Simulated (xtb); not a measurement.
xtb input:

```bash
xtb mol.xyz --gfn 1 --opt tight --chrg 0 --uhf 0
```
mol.xyz:
```
8

F     -1.49152392     1.04101960    -0.92024807
C     -0.98825372    -0.01258050    -0.25927649
F     -1.48961342    -1.12234965    -0.82256007
F     -1.40504679     0.04416596     1.00556499
C      0.54367755    -0.01654743    -0.37708732
Cl     1.21719150    -1.45348295     0.41590117
Cl     1.21459454     1.48719484     0.28311342
H      0.80275161    -0.06385786    -1.42987677
```

### Question
Predict the final energy.

### Answer
-28.69793 Eh (GFN1-xTB).
